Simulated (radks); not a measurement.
Results of a calculation; reference values are marked as such.
Mean orbital radii <r> (bohr) of neutral copper, [Ar] 3d10 4s1, of relativity; Dirac values are averaged over j with weights 2j + 1. Spin-unpolarised spherical Kohn-Sham, PBEsol, point nucleus unless stated (finite: rms radius 3.8823 fm), a radial shooting solver on a logarithmic mesh with Libxc functionals. A level marked "c x" has the speed of light scaled by that factor.

shell  non-rel.
1s      0.05294
2s       0.2388
2p       0.2079
3s       0.7230
3p       0.7546
3d        1.040
4s        2.978

Give the values at the level "Dirac, c x 1.5".

Answer. 
shell  Dirac, c x 1.5  change of magnitude (%)
1s            0.05259                    -0.65
2s             0.2372                    -0.68
2p             0.2073                    -0.31
3s             0.7183                    -0.65
3p             0.7525                    -0.28
3d              1.043                    +0.32
4s              2.951                    -0.92
